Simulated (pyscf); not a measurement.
Single points on ωB97X-D3(BJ)/def2-SVP structures (PySCF, gas phase). Correlated levels are frozen-core, on RHF or UHF. ΔMP2 is the change of the MP2 total energy from the triple- to the quadruple-zeta basis. Singlets are restricted, triplets unrestricted.

Singlet (Å):
```xyz
5

N      0.6696     0.2786    -0.3051
Si    -0.9095    -0.0456    -0.8967
H      1.0417     1.2231    -0.2656
H      1.3379    -0.4041     0.0396
H     -0.8098    -1.5611    -0.6825
```

Triplet (Å):
```xyz
5

N      0.1469    -0.5236     0.5121
Si     1.4598     0.3068    -0.2572
H     -0.0492    -0.4060     1.5017
H     -0.6876    -0.7896    -0.0021
H      2.6893    -0.5034    -0.5729
```

Q: For these two minima of H₂N–SiH:, which spin state lies lower at CCSD(T)/def2-TZVPP + ΔMP2(QZVPP), and by how much (electronic energies)?

A: The singlet, by 42.1 kcal/mol. Zero-point energy shifts E(triplet) − E(singlet) by -0.9 kcal/mol. Other isomers of H₂N–SiH: [singlet] were not searched in full and may lie lower. 

E(triplet) − E(singlet) by level (kcal/mol):

| level | gap |
|---|---|
| ωB97X-D3(BJ)/def2-TZVP | +42.3 |
| PBE/def2-TZVP | +37.2 |
| r²SCAN/def2-TZVP | +32.6 |
| B3LYP-D3(BJ)/def2-TZVP | +40.8 |
| PBE0-D3(BJ)/def2-TZVP | +36.1 |
| M06-2X/def2-TZVP | +39.9 |
| ωB97M-D3(BJ)/def2-TZVP | +45.9 |
| HF/def2-TZVP | +24.7 |
| MP2/def2-QZVPP | +39.8 |
| CCSD/def2-TZVPP | +40.6 |
| CCSD(T)/def2-TZVPP | +41.4 |
| CCSD(T)/def2-TZVPP + ΔMP2(QZVPP) | +42.1 |

The triplet is the lowest one reached from the SCF start used. The CCSD(T) − MP2 part came from Ansatz, without density fitting, on the same reference.
